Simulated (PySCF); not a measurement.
**Si2H6N2O4**

Si2H6N2O4 is a molecule drawn as a unit of a network glass or zeolite (built as: Si Si, OH ends, N bridges), neutral, singlet. The structure, one conformer, was relaxed in the gas phase by PBE0-D3(BJ)/def2-SVP. No frequency run checks that it is a minimum.

SMILES: O[Si]1(O)N[Si](O)(O)N1

```tsv
atom	x (Å)	y (Å)	z (Å)
O1	-2.594	0.127	-0.339
Si2	-1.139	-0.555	0.033
O3	-1.554	-2.121	0.396
N4	-0.151	0.296	1.178
Si5	1.060	0.670	-0.006
O6	1.235	2.260	-0.409
O7	2.620	0.207	0.323
N8	0.148	-0.316	-1.105
H9	-3.340	-0.476	-0.280
H10	-0.827	-2.698	0.644
H11	-0.347	0.678	2.091
H12	2.143	2.575	-0.378
H13	2.738	-0.713	0.575
H14	0.199	-0.439	-2.105
```

Shieldings: GIAO PBE0/pcSseg-1. Shifts are against computed references at the same level: H TMS (σ 31.27 ppm), Si TMS (σ 352.0 ppm). Core levels by delta-SCF with SCAN, pcX-2 on the ionised atom and pcseg-1 elsewhere, spin-free X2C (2p3/2 is the spin-free 2p value less a third of a first-order spin-orbit splitting); from the vacuum level, for chosen atoms.

Task: Give the shieldings and core levels atom by atom.

Result: 
| atoms | bonded to | σ (ppm) | δ (ppm) | core level (eV) |
| --- | --- | --- | --- | --- |
| O1 O6 | 1 Si + 1 H | 290.5 | - | 1s 538.51 |
| Si2 Si5 | 2 N + 2 O | 409.0 | -57.0 | 2p3/2 107.95 |
| O3 O7 | 1 Si + 1 H | 280.2 | - | 1s 538.66 |
| N4 N8 | 2 Si + 1 H | 218.2 | - | 1s 404.04 |
| H9 H12 | 1 O | 29.54 | 1.73 | - |
| H10 H13 | 1 O | 29.93 | 1.34 | - |
| H11 H14 | 1 N | 30.73 | 0.53 | - |

Values are those of this one static structure; atoms that internal rotation interchanges would show their mean in an NMR spectrum.

Task: By CAM-B3LYP/def2-SVPD (TDDFT singlets, Tamm-Dancoff triplets, ionisation by delta-SCF), where does absorption start, and what does vertical ionisation take?

Result: The first singlet with intensity lies at 7.46 eV (f 0.088); what lies below it is dark. The lowest singlet lies at 6.03 eV (f 0.001), the strongest of the first 6 at 7.46 eV (f 0.088), the lowest triplet at 5.85 eV; vertical ionisation takes 9.37 eV.
